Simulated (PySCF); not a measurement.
Species: BH₆NO₂Si.
Bonds: N1–Si2, Si2–B3, B3–O4, B3–O5. Hydrogens: H6, H7 on N1; H8, H9 on Si2; H10 on O4; H11 on O5.

The closed-shell SCF was solved with PySCF and density fitting under several settings on one GFN2-xTB geometry (grid level 2 and gas phase unless stated).

```tsv
settings	basis functions	SCF cycles	E (Eh)	HOMO (eV)	LUMO (eV)	dipole (D)
PBE0/pcSseg-1	122	13	-522.8551	-7.08	-0.36	1.07
PBE0/def2-SVPD	158	13	-522.6480	-7.21	-0.53	0.98
```

Problem. Estimate the rows for these settings: (1) PBE0/def2-TZVPP, grid level 1, damping 0.3 at the start, DIIS from the seventh cycle; (2) PBE0/def2-SVP, fitting basis def2-universal-jkfit.

Solution. 
```json
{"settings": "PBE0/def2-TZVPP, grid level 1, damping 0.3 at the start, DIIS from the seventh cycle", "basis functions": "250", "SCF cycles": "14", "E (Eh)": "-523.0044", "HOMO (eV)": "-7.18", "LUMO (eV)": "-0.50", "dipole (D)": "1.05"}
{"settings": "PBE0/def2-SVP, fitting basis def2-universal-jkfit", "basis functions": "104", "SCF cycles": "10", "E (Eh)": "-522.6189", "HOMO (eV)": "-6.87", "LUMO (eV)": "-0.13", "dipole (D)": "1.25"}
```

Problem. Over all rows, what range does the HOMO–LUMO gap span?

Solution. From 6.68 eV to 6.74 eV.

Problem. And the dipole moment?

Solution. From 0.98 D (PBE0/def2-SVPD) to 1.25 D (PBE0/def2-SVP, fitting basis def2-universal-jkfit); the largest is 1.28 times the smallest, and the median is 1.06 D.

Problem. Compare two rows with the functional PBE0: PBE0/def2-SVP, fitting basis def2-universal-jkfit and PBE0/pcSseg-1. Which energy is lower, and by how much?

Solution. PBE0/pcSseg-1 (122 functions) lies 0.2362 Eh or 148 kcal/mol below PBE0/def2-SVP, fitting basis def2-universal-jkfit (104 functions).

Cycle counts include a coarse-grid stage where the run had one. GFN2-xTB frequencies show an imaginary mode (28i cm⁻¹), so this geometry is no minimum at that level.

Conformer computed: `[NH2:1][SiH2:2][B:3]([OH:4])[OH:5]`: N1–Si2–B3–O4 98°, H–N1–Si2–B3 -49°, H–N1–Si2–B3 177°, H–O4–B3–Si2 180°, H–O5–B3–Si2 1°.

One conformer stands for the species.
